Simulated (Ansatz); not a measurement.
Coupled-cluster diagnostics for Si3Ni (the lowest singlet isomer of a short search), Ansatz.

Geometry of the singlet (r2SCAN-D4/def2-SVP):

```xyz
4

Ni   -0.5120   -0.6881    0.7622
Si    0.5479    0.7362   -0.8157
Si   -1.6305    0.7359   -0.3704
Si    1.5946   -0.7840    0.4239
```

Correlated methods freeze 20 core orbitals; core or outer-core shells of Ni are correlated, in sets that lack core-valence functions. The structure comes from a short search, and lower isomers may exist.

(1) Estimate the CCSD(T) correlation energy, the shares of MP2 and (T), T1 and the reference's ⟨S²⟩ for: charge 0, singlet, own geometry in def2-TZVPP; and the rough time on 4 threads of Intel Xeon Platinum 8488C on a shared host.

Results:

(1) 
```tsv
state	basis	correlation (eV)	MP2 share (%)	(T) share (%)	T1	⟨S²⟩ (pure)	wall time	remarks
charge 0, singlet, own geometry	def2-TZVPP	-34.520	106.2	6.9	0.078	0.00 (0.00)	53 s	flagged by the program, large T1 (0.078), restricted SCF unstable
```
Customary marks for T1 are 0.02 (closed shells), 0.045 (open shells) and about 0.05 (3d metals). T1 exceeds 0.02 in 1 of 1 rows and 0.045 in 1; the higher it lies, the less the single-reference result can be trusted.
